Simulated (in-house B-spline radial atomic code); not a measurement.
## Ionising the vanadium ion V⁷⁺ with different functionals

Computed with an all-electron radial atomic-structure program (B-spline basis): scalar-relativistic (spin-free X2C) Hamiltonian, Fermi nucleus of rms radius 3.6002 fm, spin-polarised at highest spin, spherical fractional occupations for the functionals, the average over the highest-spin determinants for Hartree-Fock. The ionisation energy is the difference of two self-consistent energies, [Ne] 3s2 3p4 → [Ne] 3s2 3p3, without Breit or QED terms; ε is the level of the shell that loses the electron (its least bound occupied spin orbital).

Hybrids are left out here: with spherical fractional occupations of an open shell their exact exchange keeps a self-interaction that integer-occupation calculations don't have.

```json
{"method": "Hartree-Fock", "rung": "Hartree-Fock", "ΔSCF (eV)": "171.54", "-ε(3p) (eV)": "172.32"}
{"method": "LDA VWN5", "rung": "LDA", "ΔSCF (eV)": "173.63", "-ε(3p) (eV)": "162.16"}
{"method": "LDA PW92", "rung": "LDA", "ΔSCF (eV)": "173.63", "-ε(3p) (eV)": "162.15"}
{"method": "LDA exchange-only", "rung": "LDA", "ΔSCF (eV)": "171.06", "-ε(3p) (eV)": "159.79"}
{"method": "PBE", "rung": "GGA", "ΔSCF (eV)": "173.22", "-ε(3p) (eV)": "161.89"}
{"method": "PBEsol", "rung": "GGA", "ΔSCF (eV)": "173.13", "-ε(3p) (eV)": "161.81"}
{"method": "BLYP", "rung": "GGA", "ΔSCF (eV)": "173.25", "-ε(3p) (eV)": "161.78"}
{"method": "RPBE", "rung": "GGA", "ΔSCF (eV)": "173.07", "-ε(3p) (eV)": "161.81"}
{"method": "PW91", "rung": "GGA", "ΔSCF (eV)": "173.42", "-ε(3p) (eV)": "162.07"}
{"method": "BP86", "rung": "GGA", "ΔSCF (eV)": "173.49", "-ε(3p) (eV)": "162.10"}
{"method": "AM05", "rung": "GGA", "ΔSCF (eV)": "?", "-ε(3p) (eV)": "?"}
{"method": "OLYP", "rung": "GGA", "ΔSCF (eV)": "173.07", "-ε(3p) (eV)": "161.95"}
{"method": "TPSS", "rung": "meta-GGA", "ΔSCF (eV)": "173.08", "-ε(3p) (eV)": "161.91"}
{"method": "SCAN", "rung": "meta-GGA", "ΔSCF (eV)": "?", "-ε(3p) (eV)": "?"}
{"method": "r2SCAN", "rung": "meta-GGA", "ΔSCF (eV)": "172.60", "-ε(3p) (eV)": "161.73"}
{"method": "revTPSS", "rung": "meta-GGA", "ΔSCF (eV)": "172.90", "-ε(3p) (eV)": "161.77"}
```

(1) What does AM05 give?

(2) What does SCAN give?

(3) How do they compare with the NIST value?

## Answers

(1) ΔSCF 173.17 eV, and -ε(3p) = 161.84 eV.

(2) ΔSCF 172.65 eV, and -ε(3p) = 161.79 eV.

(3) NIST lists 173.6 eV ± 0.21 (semi-empirical, ground level to ground level). Errors run from -2.49 to +0.08 eV; BP86 is closest (-0.06 eV), though others lie within the uncertainty of it, and part of that can be cancellation, since the calculations leave out spin-orbit coupling, Breit-QED terms, multiplet and fine-structure energies. Hartree-Fock also lacks correlation.
